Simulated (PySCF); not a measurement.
# Telling isomers of C4H3F3N2O2 apart by NMR

PySCF calculation with geometry from GFN2-xTB and NMR shieldings at PBE0/pcSseg-1/GIAO; non-relativistic, one conformer, one averaged value for each set of equivalent atoms, in vacuum.

Chemical shifts δ = σref − σ; 1H (σref 31.72) and 13C (σref 186.93) vs TMS, all at this level. Splittings of carbon signals by F and P are missing where no couplings were computed. Where no couplings were computed, multiplicities follow the n + 1 count of equivalent neighbours, and m marks all less simple cases (inequivalent or close neighbours, rings, F or P nearby). Shifts are as computed. Against solution values, carbons near 30 ppm lie about +3 ppm off and those near 130 ppm about +5 ppm (rms about the fit 2.1 ppm; single classes can miss by 10 ppm). Of 1328 compounds with measured shifts, 309 miss one by over three times the rms of a fit or turn the order of signals round; such compounds aren't used in these exercises. Signals without a measured value on file couldn't be tested in this way; 1H shifts scatter by 0.2 ppm about their fit, and single ones miss by 0.5 ppm.

(1) Tabulate the signals of `Cc1noc(OC(F)(F)F)n1`, `COc1nnc(C(F)(F)F)o1` and their relative energies.

(2) What is the quickest way to tell Cc1noc(OC(F)(F)F)n1 from COc1nnc(C(F)(F)F)o1?

## Answers

(1) 
```tsv
SMILES	carbon types	δC	δH	E rel. (kcal/mol)
Cc1noc(OC(F)(F)F)n1	3×C 1×CH3	177.0, 173.3, 129.1, 14.6	2.61 (s, 3H)	0.0
COc1nnc(C(F)(F)F)o1	3×C 1×CH3	175.3, 156.9, 126.3, 61.0	4.46 (s, 3H)	7.8
```

Energies are electronic energies at PBE0/pcSseg-1 on these geometries, without zero-point or thermal terms, each for the one conformer computed, which needn't be the lowest.

(2) Both give the same number of carbon signals, with the same numbers of each carbon type, so the positions decide. The first has a methyl carbon on an aromatic ring (CH3) at 14.6 ppm, the second a methyl carbon bonded to O (CH3) at 61.0 ppm. Their most deshielded carbons lie at 177.0 and 175.3 ppm. In the proton spectra the most deshielded non-exchanging signals are 2.61 (s, 3H) and 4.46 (s, 3H).
